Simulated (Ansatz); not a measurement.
Frontier orbitals of `S[SiH](S)Cl`.

```xyz
7

S    -1.493    0.798    1.100
Si    0.160    0.093   -0.020
S    -0.697   -1.294   -1.374
Cl    1.596   -0.836    1.119
H    -0.883    1.953    1.419
H     0.852    1.227   -0.667
H     0.464   -1.941   -1.577
```

The species carries charge 0 and has multiplicity 1. The geometry is a stationary point of PBE0-D4/def2-TZVP. It is one conformer, not always the lowest. Basis def2-TZVPP, Ansatz.

| functional | HOMO (eV) | LUMO (eV) | gap (eV) |
| --- | --- | --- | --- |
| PBE | -6.67 | -1.31 | 5.36 |
| r2SCAN | -6.97 | -1.01 | 5.96 |
| PBE0 | -7.92 | -0.38 | 7.54 |
| HSE06 (plane-wave form) | -7.52 | -0.76 | 6.76 |
| LC-ωPBE | -10.67 | 1.91 | 12.58 |
| ωB97M-V | -10.10 | 1.55 | 11.65 |

From PBE to PBE0 the HOMO moves by −1.25 eV and the LUMO by +0.93 eV, and with ωB97M-V by −3.43 and +2.86 eV, so the gap grows from 5.36 to 11.65 eV with exact exchange. A positive LUMO is unbound and depends on the basis.

LC-ωPBE has ω = 0.4 bohr⁻¹.
